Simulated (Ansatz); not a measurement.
Coupled-cluster diagnostics for Tl₂I⁺, Ansatz.

Geometry of the singlet (PBE0-D4/def2-SVP):

```xyz
3

Tl    0.7472   -0.5042    2.8282
Tl   -0.4227    0.0202   -2.9381
I    -0.3245    0.4840    0.1099
```

In the def2 sets I, Tl take a core potential; there is no spin–orbit coupling. Correlated methods freeze 12 core orbitals; core or outer-core shells of Tl, I are correlated, in sets that lack core-valence functions. The structure comes from a short search, and lower isomers may exist.

(1) Estimate the CCSD(T) correlation energy, the shares of MP2 and (T), T1 and the reference's ⟨S²⟩ for: charge 1, singlet, own geometry in def2-TZVPP; and the rough time on 4 threads of Intel Xeon on a shared host.

Answers

(1) 
```tsv
state	basis	correlation (eV)	MP2 share (%)	(T) share (%)	T1	⟨S²⟩ (pure)	wall time
charge 1, singlet, own geometry	def2-TZVPP	-31.069	105.4	2.1	0.010	0.00 (0.00)	27 s
```
Customary marks for T1 are 0.02 (closed shells), 0.045 (open shells) and about 0.05 (3d metals). T1 stays under 0.02 throughout.
